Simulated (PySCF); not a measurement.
SrCl2, SMILES [Sr]([Cl])[Cl].

Coordinates come from a PBE0-D3(BJ)/def2-TZVP optimisation. The isomer is the one that the SMILES or the coordinates give; other isomers of the formula were not compared. The def2 effective core potentials stand for the cores of Sr; spin–orbit coupling is left out.

Method: PBE0/def2-TZVPD (PySCF).

Symmetry labels are those of the subgroup C2v that the program uses (full group C2v).

Question: List the valence orbital energies around the gap with their symmetry. (An estimate is asked for; the answer gives what the named calculation found.)

Answer: 
```csv
orbital,symmetry,energy (eV)
HOMO−7,A1,-20.79
HOMO−6,B2,-20.42
HOMO−5,A1,-8.83
HOMO−4,B2,-8.21
HOMO−3,A2,-8.12
HOMO−2,A1,-8.00
HOMO−1,B1,-7.98
HOMO,B2,-7.92
LUMO,A1,-2.16
LUMO+1,B1,-0.69
LUMO+2,A1,-0.65
LUMO+3,B2,-0.08
```
